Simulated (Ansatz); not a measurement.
Geometry optimisation, RKS PBE0-D4/def2-SVP (Ansatz).

input.yaml

```yaml
crystal:
  periodic: [false, false, false]
  atoms:
    - { symbol: C, position_ang: [0.16179, -1.51788, 0.8321] }
    - { symbol: C, position_ang: [0.09366, -0.24704, 0.18991] }
    - { symbol: "N", position_ang: [0.04615, 0.78034, -0.32386] }
    - { symbol: Ag, position_ang: [-0.25521, 2.4529, -1.34043] }
    - { symbol: F, position_ang: [-0.58346, 4.06379, -2.34814] }
    - { symbol: H, position_ang: [-0.02592, -1.39914, 1.89929] }
    - { symbol: H, position_ang: [1.15183, -1.94967, 0.68549] }
    - { symbol: H, position_ang: [-0.58885, -2.18332, 0.40565] }
basis:
  gaussian: { orbitals: def2-SVP }
hamiltonian:
  xc: pbe0
  dispersion: d4
relax:
  f_tol: 0.02
  max_steps: 50
output:
  orbitals: {}
```

Launched with:

```bash
$ ansatz run input.yaml --threads 2 --pin off --max-ram 3072MiB --backend cpu --events-out ev --progress --plain --runs-dir out
```

Problem. Where does it end, and by what steps?

Solution. The forces met the threshold. The force dipped under the threshold on the way, but the program's further checks kept it going. After 6 steps the energy has fallen by 0.042 eV; N3 moved furthest, 0.16 Å.

| step | energy less start (eV) | largest force component (eV/Å) | accepted |
| --- | --- | --- | --- |
| 0 | 0.0000 | 0.348 | yes |
| 1 | -0.0296 | 0.372 | yes |
| 2 | -0.0257 | 1.775 | no |
| 3 | -0.0390 | 0.045 | yes |
| 4 | -0.0404 | 0.114 | yes |
| 5 | -0.0415 | 0.004 | yes |
| 6 | -0.0416 | 0.014 | yes |

```xyz
8
Properties=species:S:1:pos:R:3
C 0.179 -1.537 0.855
C 0.034 -0.279 0.157
N -0.083 0.723 -0.402
Ag -0.292 2.495 -1.389
F -0.488 4.187 -2.329
H 0.008 -1.390 1.931
H 1.193 -1.935 0.704
H -0.551 -2.264 0.472
```

Run time: 16 s on 2 threads of AMD EPYC 9R14 (Zen 4) (shared host), peak memory 0.24 GiB.
